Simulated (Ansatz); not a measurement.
Born–Oppenheimer molecular dynamics of CH₅BS₂ (9 atoms, charge 0, multiplicity 1). It starts from a relaxed structure.

Theory: Ansatz 0.2.0, RHF/def2-SVP.

```json
{"ensemble": "NVE (velocity Verlet)", "time step": "0.5 fs", "steps asked": "100", "starting velocities drawn for": "1000 K", "masses": "H 10 u", "seed": "826651"}
```

Frames 1 fs apart, positions in Å, forces in eV/Å.

Velocities at 10.0 fs (Å/ps):

```
B -1.69 4.69 -1.52
C -3.58 -0.39 -0.19
S -3.48 0.33 2.96
S 2.61 -0.55 -2.31
H 4.97 -4.19 -2.02
H -9.16 -6.28 1.61
H -4.24 13.65 1.07
H 5.29 -10.46 -0.40
H 12.07 3.37 -0.47
```

```xyz
9
Properties=species:S:1:pos:R:3:forces:R:3 time_fs=10.0 energy_less_start_eV=0.478 T=472
B -0.109 1.008 -0.734 -0.11 0.61 -0.51
C 0.783 -0.245 -0.372 -0.42 -0.40 -1.86
S 0.650 -0.975 1.270 2.93 0.04 -0.29
S -1.253 -1.419 1.435 -2.06 -0.84 0.05
H -0.157 1.332 -1.982 -0.05 -0.19 1.91
H -0.727 1.583 0.181 0.34 -0.22 -1.10
H 0.576 -0.948 -1.220 -0.23 -0.12 1.03
H 1.835 -0.094 -0.592 0.44 0.55 0.37
H -1.556 -0.270 1.982 -0.84 0.57 0.40
9
Properties=species:S:1:pos:R:3:forces:R:3 time_fs=11.0 energy_less_start_eV=0.505 T=443
B -0.111 1.013 -0.735 -0.05 0.45 -0.42
C 0.779 -0.245 -0.373 -0.08 -0.08 -1.64
S 0.647 -0.975 1.272 3.09 0.06 -0.42
S -1.250 -1.420 1.432 -2.22 -0.77 0.13
H -0.152 1.328 -1.984 -0.07 -0.13 1.88
H -0.736 1.577 0.182 0.35 -0.18 -1.14
H 0.572 -0.934 -1.219 -0.31 -0.38 0.83
H 1.840 -0.105 -0.593 0.18 0.54 0.42
H -1.544 -0.266 1.981 -0.88 0.48 0.37
9
Properties=species:S:1:pos:R:3:forces:R:3 time_fs=12.0 energy_less_start_eV=0.528 T=417
B -0.113 1.018 -0.737 0.01 0.28 -0.31
C 0.775 -0.246 -0.375 0.27 0.26 -1.33
S 0.645 -0.974 1.275 3.21 0.09 -0.56
S -1.249 -1.421 1.430 -2.35 -0.67 0.22
H -0.147 1.323 -1.983 -0.10 -0.05 1.81
H -0.745 1.570 0.182 0.36 -0.13 -1.16
H 0.567 -0.921 -1.217 -0.40 -0.68 0.57
H 1.846 -0.114 -0.592 -0.08 0.54 0.44
H -1.533 -0.262 1.982 -0.91 0.37 0.33
9
Properties=species:S:1:pos:R:3:forces:R:3 time_fs=13.0 energy_less_start_eV=0.549 T=394
B -0.114 1.024 -0.740 0.08 0.09 -0.19
C 0.772 -0.246 -0.378 0.61 0.60 -0.95
S 0.644 -0.974 1.278 3.27 0.10 -0.71
S -1.248 -1.422 1.428 -2.44 -0.55 0.31
H -0.142 1.319 -1.980 -0.13 0.03 1.70
H -0.753 1.563 0.181 0.36 -0.08 -1.16
H 0.562 -0.909 -1.214 -0.50 -0.99 0.27
H 1.852 -0.123 -0.592 -0.32 0.55 0.46
H -1.523 -0.258 1.982 -0.94 0.25 0.27
9
Properties=species:S:1:pos:R:3:forces:R:3 time_fs=14.0 energy_less_start_eV=0.569 T=371
B -0.116 1.030 -0.742 0.15 -0.10 -0.05
C 0.769 -0.246 -0.382 0.91 0.93 -0.52
S 0.644 -0.973 1.280 3.28 0.12 -0.86
S -1.248 -1.423 1.426 -2.48 -0.40 0.41
H -0.137 1.315 -1.976 -0.15 0.12 1.55
H -0.761 1.557 0.178 0.35 -0.03 -1.15
H 0.556 -0.897 -1.210 -0.59 -1.30 -0.05
H 1.857 -0.132 -0.591 -0.52 0.55 0.45
H -1.514 -0.253 1.982 -0.96 0.11 0.22
9
Properties=species:S:1:pos:R:3:forces:R:3 time_fs=15.0 energy_less_start_eV=0.587 T=352
B -0.118 1.035 -0.745 0.22 -0.30 0.10
C 0.766 -0.245 -0.387 1.18 1.21 -0.07
S 0.645 -0.973 1.282 3.24 0.13 -0.99
S -1.248 -1.425 1.424 -2.47 -0.24 0.49
H -0.133 1.310 -1.971 -0.18 0.21 1.38
H -0.769 1.550 0.175 0.33 0.03 -1.13
H 0.550 -0.887 -1.207 -0.68 -1.58 -0.37
H 1.862 -0.140 -0.589 -0.68 0.57 0.43
H -1.506 -0.248 1.983 -0.97 -0.04 0.15
9
Properties=species:S:1:pos:R:3:forces:R:3 time_fs=16.0 energy_less_start_eV=0.600 T=338
B -0.119 1.040 -0.747 0.29 -0.48 0.27
C 0.765 -0.243 -0.391 1.38 1.43 0.35
S 0.647 -0.972 1.284 3.14 0.13 -1.11
S -1.250 -1.426 1.422 -2.40 -0.06 0.57
H -0.129 1.306 -1.964 -0.20 0.31 1.17
H -0.776 1.543 0.171 0.31 0.09 -1.09
H 0.544 -0.878 -1.205 -0.75 -1.82 -0.64
H 1.866 -0.148 -0.587 -0.79 0.58 0.39
H -1.499 -0.243 1.984 -0.97 -0.18 0.09
9
Properties=species:S:1:pos:R:3:forces:R:3 time_fs=17.0 energy_less_start_eV=0.605 T=332
B -0.120 1.045 -0.750 0.36 -0.65 0.44
C 0.765 -0.240 -0.395 1.51 1.55 0.69
S 0.649 -0.972 1.286 3.00 0.13 -1.22
S -1.252 -1.428 1.420 -2.29 0.11 0.64
H -0.124 1.302 -1.956 -0.22 0.40 0.93
H -0.783 1.536 0.165 0.28 0.15 -1.04
H 0.536 -0.871 -1.203 -0.80 -1.98 -0.83
H 1.869 -0.155 -0.585 -0.86 0.60 0.35
H -1.493 -0.239 1.986 -0.98 -0.32 0.03
9
Properties=species:S:1:pos:R:3:forces:R:3 time_fs=18.0 energy_less_start_eV=0.599 T=339
B -0.121 1.050 -0.751 0.43 -0.80 0.61
C 0.765 -0.236 -0.399 1.56 1.55 0.93
S 0.653 -0.971 1.287 2.81 0.12 -1.29
S -1.254 -1.429 1.419 -2.13 0.29 0.70
H -0.120 1.299 -1.947 -0.24 0.50 0.67
H -0.790 1.530 0.159 0.24 0.21 -0.97
H 0.528 -0.866 -1.201 -0.81 -2.04 -0.91
H 1.872 -0.161 -0.582 -0.87 0.63 0.29
H -1.487 -0.235 1.987 -0.98 -0.44 -0.02
9
Properties=species:S:1:pos:R:3:forces:R:3 time_fs=19.0 energy_less_start_eV=0.582 T=358
B -0.121 1.053 -0.753 0.49 -0.93 0.78
C 0.768 -0.231 -0.402 1.51 1.41 1.05
S 0.658 -0.971 1.288 2.59 0.10 -1.34
S -1.258 -1.430 1.418 -1.94 0.45 0.74
H -0.117 1.296 -1.937 -0.25 0.59 0.39
H -0.796 1.524 0.151 0.19 0.26 -0.89
H 0.519 -0.863 -1.201 -0.78 -1.99 -0.87
H 1.873 -0.167 -0.580 -0.83 0.65 0.22
H -1.483 -0.231 1.988 -0.97 -0.55 -0.07
9
Properties=species:S:1:pos:R:3:forces:R:3 time_fs=20.0 energy_less_start_eV=0.555 T=387
B -0.121 1.056 -0.753 0.55 -1.02 0.92
C 0.771 -0.224 -0.404 1.36 1.15 1.04
S 0.663 -0.970 1.288 2.34 0.08 -1.36
S -1.262 -1.432 1.417 -1.71 0.61 0.76
H -0.113 1.294 -1.927 -0.26 0.67 0.11
H -0.803 1.518 0.143 0.13 0.31 -0.79
H 0.509 -0.861 -1.201 -0.71 -1.82 -0.71
H 1.874 -0.172 -0.576 -0.74 0.68 0.14
H -1.480 -0.227 1.989 -0.96 -0.65 -0.11
9
Properties=species:S:1:pos:R:3:forces:R:3 time_fs=21.0 energy_less_start_eV=0.523 T=422
B -0.121 1.058 -0.753 0.60 -1.09 1.04
C 0.775 -0.217 -0.406 1.13 0.78 0.94
S 0.669 -0.969 1.288 2.07 0.06 -1.36
S -1.266 -1.433 1.416 -1.45 0.75 0.77
H -0.110 1.292 -1.917 -0.26 0.74 -0.15
H -0.809 1.512 0.134 0.06 0.35 -0.68
H 0.499 -0.862 -1.202 -0.60 -1.57 -0.46
H 1.874 -0.176 -0.573 -0.59 0.70 0.05
H -1.477 -0.225 1.990 -0.95 -0.72 -0.15
```

Of the whole run (50 fs, mean temperature of the second half 502 K): The conserved energy stayed within 0.07 meV per atom of its start (net change 0.038 meV per atom), so the integration is sound. A run of 0.05 ps of so small a system gives no equilibrium averages.

The run took 2 min on 1 thread of Arm Neoverse V1, on a shared host, peak memory 0.15 GiB.
